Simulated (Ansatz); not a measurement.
Molecule: C2H10O4Si2, net charge 0, singlet state. 
Geometry from a B3LYP-D3(BJ)/def2-TZVP (Ansatz, a program for electronic structure) optimisation:
SMILES: C[SiH](C)O[Si](O)(O)O
```xyz
18

C     -1.5861    -0.8742     1.8498
Si    -1.5995    -0.8159    -0.0148
C     -2.6944     0.5548    -0.6484
O     -0.0585    -0.5848    -0.5797
Si     1.2517     0.2927    -0.2219
O      2.1671     0.4667    -1.5696
O      0.6883     1.6997     0.3997
O      2.2272    -0.3752     0.9074
H     -2.5848    -1.0820     2.2415
H     -0.9110    -1.6508     2.2143
H     -1.2525     0.0822     2.2583
H     -2.0439    -2.1194    -0.5660
H     -2.3367     1.5205    -0.2846
H     -2.6999     0.5829    -1.7399
H     -3.7250     0.4218    -0.3107
H      1.7059     0.5669    -2.4057
H      1.3236     2.2727     0.8361
H      2.8838    -1.0049     0.5998
```
Charge 0, spin multiplicity 1.

Wanted: atomisation energy (electronic, to ground-state atoms), in kJ/mol. Valence correlation only, unless marked. Open shells are spin-unrestricted. Spin-orbit coupling is left out. Non-relativistic. The coupled-cluster limit lacks core correlation, which all-electron functionals hold. CBS marks a two-point X^-3 extrapolation of the correlation energy; Hartree-Fock from the larger set. The bracket is a focal-point correction in the basis named.

| level | program | atomisation energy (kJ/mol) | minus last row |
|---|---|---|---|
| revPBE-D3(BJ)/def2-TZVPD | Ansatz + dftd3 | 7137.3 | -206.4 |
| PBE0/def2-TZVP | Ansatz | 7188.0 | -155.7 |
| r2SCANh/def2-TZVPD | Ansatz | 7238.1 | -105.6 |
| CAM-B3LYP-D4/def2-TZVPD | Ansatz + dftd4 | 7317.8 | -25.9 |
| LC-wPBE-D4/def2-TZVPD | Ansatz + dftd4 | 7292.8 | -50.9 |
| B2GP-PLYP-D3(BJ)/def2-TZVPD | Ansatz + dftd3 | 7214.1 | -129.6 |
| B2PLYP/def2-TZVPD | Ansatz | 7186.8 | -156.9 |
| MP2/6-31G* | Ansatz | 6673.7 | -670.0 |
| RI-MP2/cc-pV(Q+d)Z | Ansatz | 7409.0 | 65.3 |
| SCS-MP2/6-31G* | Ansatz | 6596.5 | -747.2 |
| SCS-MP2/cc-pV(T+d)Z | Ansatz | 7226.1 | -117.6 |
| CCSD/aug-cc-pV(T+d)Z | Ansatz | 7073.8 | -269.9 |
| CCSD(T)/STO-3G | Ansatz | 6525.5 | -818.2 |
| CCSD(T)/6-31G* | Ansatz | 6526.5 | -817.2 |
| RI-MP2/CBS(aug-cc-pV(T+d)Z,aug-cc-pV(Q+d)Z)+[CCSD(T)-MP2]/aug-cc-pV(T+d)Z | Ansatz | 7343.7 | 0.0 |
